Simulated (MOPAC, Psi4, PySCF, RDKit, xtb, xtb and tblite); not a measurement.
Internal rotation in C₇H₁₄, SMILES C=CCC(C)(C)C, singlet. Scanned: dihedral C1–C2–C3–C4; all other coordinates were relaxed at GFN2-xTB. Points at φ and −φ are mirror images.

Geometry of the scan point at 140° (Å):
```
21

C      2.5688     1.0445    -0.6961
C      1.7218     0.0356    -0.7793
C      0.9334    -0.4955     0.3755
C     -0.5202    -0.8819     0.0406
C     -0.5663    -2.0558    -0.9396
C     -1.2199    -1.2968     1.3384
C     -1.2443     0.3242    -0.5612
H      3.1481     1.3771    -1.5408
H      2.7124     1.5911     0.2221
H      1.6154    -0.4969    -1.7144
H      0.9327     0.2452     1.1781
H      1.4445    -1.3881     0.7534
H     -1.5956    -2.3732    -1.0938
H     -0.1543    -1.7813    -1.9069
H     -0.0028    -2.9022    -0.5521
H     -2.2553    -1.5675     1.1430
H     -1.2114    -0.4812     2.0584
H     -0.7214    -2.1540     1.7863
H     -2.2786     0.0743    -0.7879
H     -1.2376     1.1590     0.1363
H     -0.7573     0.6455    -1.4789
```

GFN2-xTB (xtb and tblite); MMFF94 // GFN2-xTB (RDKit); B3LYP/def2-SVP // GFN2-xTB (Psi4); B3LYP-D3(BJ)/def2-SVP // GFN2-xTB (Psi4); PBE/def2-SVP // GFN2-xTB (Psi4); PBE-D3(BJ)/def2-SVP // GFN2-xTB (Psi4); UFF // GFN2-xTB (RDKit); PM6, restricted, heats of formation // GFN2-xTB (MOPAC); PM3, restricted, heats of formation // GFN2-xTB (MOPAC); GFN1-xTB // GFN2-xTB (xtb); RKS-B3LYP/6-31G* = restricted B3LYP/6-31G*, spherical d, density fitting // GFN2-xTB (PySCF); RHF/6-31G* = PySCF with restricted Hartree-Fock/6-31G*, spherical d, density fitting // GFN2-xTB; RKS-M06-2X/6-31G* = restricted M06-2X/6-31G*, spherical d, density fitting // GFN2-xTB run with PySCF; RKS-B3LYP/6-311+G** = restricted B3LYP/6-311+G**, spherical d, density fitting // GFN2-xTB (PySCF).

Least-squares fit of E(φ) = a0 + Σ (a_n cos nφ + b_n sin nφ), n = 1 to 4, to the 18 scan points, in kcal/mol above the lowest point of each profile (levels whose profile four harmonics don't fit are not listed):

| method | a0 | a1 | b1 | a2 | b2 | a3 | b3 | a4 | b4 | rms of fit |
|---|---|---|---|---|---|---|---|---|---|---|
| GFN2-xTB | 1.86 | 1.81 | 0.00 | 1.18 | 0.00 | -0.61 | 0.00 | -0.29 | 0.00 | 0.12 |
| MMFF94 | 2.45 | 1.86 | 0.00 | 0.77 | 0.00 | -1.26 | 0.00 | -0.29 | 0.00 | 0.10 |
| B3LYP/def2-SVP | 2.13 | 1.81 | 0.00 | 0.91 | 0.00 | -1.01 | 0.00 | -0.28 | 0.00 | 0.15 |
| B3LYP-D3(BJ)/def2-SVP | 1.97 | 1.47 | 0.00 | 1.06 | 0.00 | -0.98 | 0.00 | -0.32 | 0.00 | 0.16 |
| PBE/def2-SVP | 2.00 | 1.62 | 0.00 | 0.94 | 0.00 | -0.98 | 0.00 | -0.30 | 0.00 | 0.16 |
| PBE-D3(BJ)/def2-SVP | 1.90 | 1.41 | 0.00 | 1.03 | 0.00 | -0.96 | 0.00 | -0.32 | 0.00 | 0.16 |
| UFF | 3.69 | 5.12 | 0.00 | 3.07 | 0.00 | 0.77 | 0.00 | -0.70 | 0.00 | 0.38 |
| PM6 | 0.99 | 1.45 | 0.00 | 0.48 | 0.00 | -0.13 | 0.00 | -0.15 | 0.00 | 0.05 |
| PM3 | 1.29 | 1.66 | 0.00 | 0.42 | 0.00 | -0.31 | 0.00 | -0.12 | 0.00 | 0.12 |
| GFN1-xTB | 1.55 | 1.33 | 0.00 | 1.07 | 0.00 | -0.46 | 0.00 | -0.20 | 0.00 | 0.09 |
| RKS-B3LYP/6-31G* | 2.20 | 1.87 | 0.00 | 1.02 | 0.00 | -1.00 | 0.00 | -0.30 | 0.00 | 0.15 |
| RHF/6-31G* | 2.58 | 2.32 | 0.00 | 1.07 | 0.00 | -1.14 | 0.00 | -0.34 | 0.00 | 0.16 |
| RKS-M06-2X/6-31G* | 2.06 | 1.64 | 0.00 | 1.26 | 0.00 | -0.95 | 0.00 | -0.43 | 0.00 | 0.20 |
| RKS-B3LYP/6-311+G** | 2.19 | 1.97 | 0.00 | 0.88 | 0.00 | -0.99 | 0.00 | -0.30 | 0.00 | 0.14 |
